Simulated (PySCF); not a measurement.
# Molecular orbitals of CdCl

ωB97X at R = 2.367 Å; Cd x2c-TZVPPall, Cl x2c-TZVPPall; spin-free X2C with a Gaussian nucleus (PySCF 2.14). State: ²Σ⁺ (doublet), unpaired electrons σ ↑. Only the outer orbitals are listed, counted within each symmetry.

```json
{"spin": "α", "orbital": "14σ", "occ.": "1", "ε (eV)": "-12.30", "on Cd (%)": "31", "main shells (%)": "67 Cl p, 26 Cd s"}
{"spin": "α", "orbital": "7π", "occ.": "1", "ε (eV)": "-10.72", "on Cd (%)": "4", "main shells (%)": "96 Cl p"}
{"spin": "α", "orbital": "7π", "occ.": "1", "ε (eV)": "-10.72", "on Cd (%)": "4", "main shells (%)": "96 Cl p"}
{"spin": "α", "orbital": "15σ", "occ.": "1", "ε (eV)": "-8.42", "on Cd (%)": "82", "main shells (%)": "65 Cd s, 18 Cl p, 16 Cd p"}
{"spin": "α", "orbital": "8π", "occ.": "0", "ε (eV)": "0.73", "on Cd (%)": "98", "main shells (%)": "97 Cd p"}
{"spin": "α", "orbital": "8π", "occ.": "0", "ε (eV)": "0.73", "on Cd (%)": "98", "main shells (%)": "97 Cd p"}
{"spin": "α", "orbital": "16σ", "occ.": "0", "ε (eV)": "2.42", "on Cd (%)": "100", "main shells (%)": "82 Cd p, 10 Cd d"}
{"spin": "β", "orbital": "14σ", "occ.": "1", "ε (eV)": "-11.59", "on Cd (%)": "30", "main shells (%)": "69 Cl p, 23 Cd s"}
{"spin": "β", "orbital": "7π", "occ.": "1", "ε (eV)": "-10.62", "on Cd (%)": "4", "main shells (%)": "96 Cl p"}
{"spin": "β", "orbital": "7π", "occ.": "1", "ε (eV)": "-10.62", "on Cd (%)": "4", "main shells (%)": "96 Cl p"}
{"spin": "β", "orbital": "15σ", "occ.": "0", "ε (eV)": "-2.11", "on Cd (%)": "85", "main shells (%)": "72 Cd s, 15 Cl p, 12 Cd p"}
{"spin": "β", "orbital": "8π", "occ.": "0", "ε (eV)": "1.20", "on Cd (%)": "98", "main shells (%)": "99 Cd p"}
{"spin": "β", "orbital": "8π", "occ.": "0", "ε (eV)": "1.20", "on Cd (%)": "98", "main shells (%)": "99 Cd p"}
```

Task: Which are the highest filled and the lowest empty level, where do they sit, and how wide is the gap?

Result: Highest filled α 15σ at -8.42 eV (in %: 65 Cd s, 18 Cl p, 16 Cd p); lowest empty β 15σ at -2.11 eV (in %: 72 Cd s, 15 Cl p, 12 Cd p); the gap at ωB97X is 6.31 eV.

| Item | Value |
| --- | --- |
| bond order (Mayer) | 0.94 |
| ⟨S²⟩ | 0.754 |
| charge on Cd (Mulliken, basis-dependent) | 0.42 |
| charge on Cd (Löwdin, basis-dependent) | 0.08 |
| dipole moment (positive dipole means Cd(−)Cl(+)) | -3.67 D |

Spin–orbit coupling is left out. The state was picked by a PBE0 search and need not be the measured ground state.
